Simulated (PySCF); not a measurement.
Polarisability and C₆ of O⁻ (oxygen, charge -1)

[He] 2s2 2p5, 2P determinant. All numbers are calculated (PySCF 2.14, scalar relativity by spin-free X2C-1e, in aug-cc-pVTZ-DK (5s4p3d2f, 46 functions)). Coupled (time-dependent) response in atomic units; α is the mean over directions.

```tsv
method	mean α (bohr³)	α xx, yy, zz	C₆ (like pair)	S(−4)
UHF	11.97	8.362, 13.77, 13.77	53.29	99.03
```

S(−4) is the Cauchy moment in α(ω) = α(0) + S(−4) ω² + …

α(iu) at UHF:

```csv
u (hartree),α(iu) (bohr³)
0,11.97
0.0500,11.73
0.100,11.11
0.200,9.486
0.300,8.011
0.500,5.881
0.750,4.159
1.00,3.040
1.50,1.782
2.00,1.159
3.00,0.6010
5.00,0.2484
```

A single London oscillator, α(iu) = α/(1 + u²/ω²), gives C₆ = (3/4) ω α². Matching the computed C₆ needs ω = 4 × 53.29 / (3 × 11.97²) = 0.496 hartree.

For an ion, C₆ is the dispersion term alone; charge-induced terms of lower order in 1/R come first.

The components differ because the open shell of this determinant is not spherical; for a pure term their mean is the scalar polarisability.
